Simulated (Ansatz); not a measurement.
Consider the ligand exchange at the Al–N bond: `C=[N][Al]1[CH2]C[O]1` + HCl → `[Cl][Al]1[CH2]C[O]1` + `C=N`.

Calculated with Ansatz (gas phase, PBE0-D4/def2-TZVP geometries, no zero-point term in ΔE). CCSD(T)/CBS adds triple-zeta CCSD(T) − MP2 to the extrapolated MP2 energy (def2 sets, frozen cores). This one scheme is used for every species. Each species was taken in one conformer, which may not be the lowest.

`C=[N][Al]1[CH2]C[O]1`:

```xyz
12

C     1.666    2.176    1.647
N     1.027    1.282    1.067
Al    0.119    0.056    0.231
C    -0.766   -0.450   -1.421
C    -1.037   -1.722   -0.583
O    -0.427   -1.501    0.709
H     2.766    2.233    1.617
H     1.177    2.970    2.233
H    -0.154   -0.624   -2.305
H    -1.667    0.090   -1.713
H    -0.594   -2.613   -1.038
H    -2.109   -1.899   -0.445
```

HCl:

Cartesian coordinates in Å:
```
Cl 0.610 -0.001 0.192
H -0.610 0.001 -0.192
```

`[Cl][Al]1[CH2]C[O]1`:

Z-matrix (Å, degrees):
```
C
O 1 1.449
Al 1 2.265 2 49.0
C 1 1.546 2 106.4 3 0.0
H 1 1.094 2 108.8 3 -120.8
H 1 1.094 2 108.8 3 120.8
Cl 3 2.080 1 171.1 2 -0.1
H 4 1.090 1 114.3 2 116.5
H 4 1.090 1 114.4 2 -116.6
```

`C=N`:

```xyz
5

C     0.253    0.153   -0.255
N    -0.783   -0.504    0.038
H     0.927    0.619    0.474
H     0.518    0.278   -1.306
H    -0.915   -0.546    1.049
```

```tsv
level	ΔE (kJ/mol)
SCS-MP2/def2-TZVPP	-98.8
CCSD(T)/def2-TZVPP	-99.8
```

(1) What does CCSD(T)/CBS give? (An estimate is asked.)

Largest T1 diagnostic among the species: 0.014.

## Answers

(1) The calculation gave: -100.2 kJ/mol. The listed levels differ from it by 1.4, 0.4 kJ/mol.

In def2-TZVPP, CCSD(T) changes the Hartree–Fock value by +3.1 kJ/mol (the triples alone add −0.3 kJ/mol) and MP2 by +3.5 kJ/mol.

CCSD(T)/CBS has its own doubt, a few kJ/mol and more with outer-core shells, so smaller differences from it don't rank the levels.
